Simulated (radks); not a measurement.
The numbers below are computed, except where a source is named.
Effect of the nuclear size on the neodymium ion Nd+, [Xe] 4f4 6s1. Code: a radial shooting solver on a logarithmic mesh with Libxc functionals. Model: Dirac Kohn-Sham, BLYP, spin-unpolarised, spherical densities, finite nucleus; open shells are shared between the two j in proportion to 2j + 1; Fermi nuclear charge, rms radius 4.9123 fm. The rms radius is varied about that value; shifts are against it.

rms radius (fm)  total energy shift (eV)  density at nucleus (e/bohr^3)  1s1/2 shift (meV)  2s1/2 shift (meV)  5s1/2 shift (meV)  5p1/2 shift (meV)  6s1/2 shift (meV)  4f7/2 shift (meV)
4.0232                             -4.31                      4.745e+05              -1780               -222              -1.67              0.157             -0.164              0.288
4.6569                             -1.31                      4.592e+05               -541              -67.3             -0.507              0.047             -0.050              0.087
4.9123                                 0                      4.538e+05              0.000              0.000              0.000              0.000              0.000              0.000
5.1235                              1.12                      4.495e+05                464               57.8              0.435             -0.041              0.043             -0.075
5.8358                              5.17                      4.367e+05               2140                266               2.01             -0.188              0.197             -0.345

Slopes of the eigenvalues against <r^2> in GHz/fm^2, as finite differences over the two radii next to the reference (eigenvalue slopes, not the field-shift constants of lines): 1s1/2 53300, 2s1/2 6630, 5s1/2 49.9, 5p1/2 -4.67, 6s1/2 4.90, 4f7/2 -8.58.
